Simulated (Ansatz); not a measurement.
Ansatz (a program for electronic structure) input for C6H20O4Te3, SMILES C[Te](C)(O)O[Te](C)(C)O[Te](C)(C)O, PBE-D3(BJ)/def2-SVP. Geometry optimised at PBE-D3(BJ)/def2-SVP. The def2 effective core potentials stand for the cores of Te; spin–orbit coupling is left out. One conformer was computed; it need not be the lowest.

Ansatz 0.2 input:
```yaml
crystal:
  periodic: [false, false, false]
  atoms:
    - {symbol: O, position_ang: [5.80618429, 0.53325924, -0.11069209]}
    - {symbol: Te, position_ang: [3.89228655, -0.34357188, 0.09204936]}
    - {symbol: C, position_ang: [3.44790776, 0.47276038, -1.87429199]}
    - {symbol: C, position_ang: [3.36353288, 1.36872577, 1.32576265]}
    - {symbol: O, position_ang: [1.94819944, -1.01612926, 0.23766049]}
    - {symbol: Te, position_ang: [0.12811022, 0.03381861, -0.05875516]}
    - {symbol: C, position_ang: [-0.27660516, -0.52286855, 1.99630554]}
    - {symbol: C, position_ang: [-0.52291054, -1.83442169, -0.93797541]}
    - {symbol: O, position_ang: [-1.76488855, 0.84116202, -0.28129451]}
    - {symbol: Te, position_ang: [-3.65875389, 0.03963355, 0.15129276]}
    - {symbol: C, position_ang: [-4.23464103, 2.10214489, 0.35440963]}
    - {symbol: C, position_ang: [-3.94742431, -0.10854582, -1.97148649]}
    - {symbol: O, position_ang: [-5.72444331, -0.44713678, 0.19759358]}
    - {symbol: H, position_ang: [5.73693839, 1.46607652, -0.39605200]}
    - {symbol: H, position_ang: [2.96189444, 1.45969596, -1.75532574]}
    - {symbol: H, position_ang: [2.76082638, -0.22922193, -2.38058792]}
    - {symbol: H, position_ang: [4.41159966, 0.56634039, -2.40556690]}
    - {symbol: H, position_ang: [2.80222802, 2.09690191, 0.70960378]}
    - {symbol: H, position_ang: [2.72812745, 1.00432471, 2.15364850]}
    - {symbol: H, position_ang: [4.30938865, 1.80254493, 1.69571310]}
    - {symbol: H, position_ang: [-1.31380998, -0.89612791, 2.08068065]}
    - {symbol: H, position_ang: [0.47960869, -1.29158415, 2.23360143]}
    - {symbol: H, position_ang: [-0.14626099, 0.37748596, 2.62562165]}
    - {symbol: H, position_ang: [-0.77475270, -1.64673721, -1.99825897]}
    - {symbol: H, position_ang: [0.33499399, -2.52050158, -0.82897663]}
    - {symbol: H, position_ang: [-1.41660590, -2.19204049, -0.39271061]}
    - {symbol: H, position_ang: [-3.55041546, 2.67751295, -0.29393151]}
    - {symbol: H, position_ang: [-5.29895749, 2.15594101, 0.06436375]}
    - {symbol: H, position_ang: [-4.09863182, 2.39423984, 1.41220684]}
    - {symbol: H, position_ang: [-3.63676149, -1.12184901, -2.28692342]}
    - {symbol: H, position_ang: [-5.02526230, 0.04203836, -2.15934654]}
    - {symbol: H, position_ang: [-3.29240035, 0.65748237, -2.42205386]}
    - {symbol: H, position_ang: [-5.87674998, -0.91230850, 1.04329013]}
basis:
  gaussian:
    orbitals: def2-SVP
hamiltonian:
  xc: pbe
  dispersion: d3bj
```

It prints:

```
WARN ansatz: RAYON_NUM_THREADS=8 ignored (pool sized by the plan → 8); use --threads N
Functional definition: PBE
integrals: 0.59 GiB planned
3640 factors; their error is unknown
mean field: 2.66 GiB planned
mean field evaluation 1: about -36521.2568 eV, gradient 1.7e2 eV
mean field evaluation 2: about -36216.1111 eV, gradient 3.5e2 eV
mean field evaluation 4: about -36581.7423 eV, gradient 2.3e1 eV
mean field evaluation 8: about -36583.2243 eV, gradient 2.1e0 eV
mean field evaluation 16: about -36583.1415 eV, gradient 4.4e-2 eV
mean field -36583.14155331 eV, -1344.4056551400 hartree, gradient 3.5e-5 eV, S^2 0.000000; 0 other end points of the search recorded, 0 dependent functions left out
reference -36583.14161691 eV, -1344.4056574775 hartree; 80, 80 occupied and 238, 238 virtual orbitals, 3640 factors
Total energy: -36584.24956153 eV, -1344.4463736911 hartree
```

Self-consistency was reached.

Cost: roughly 14 core-seconds.
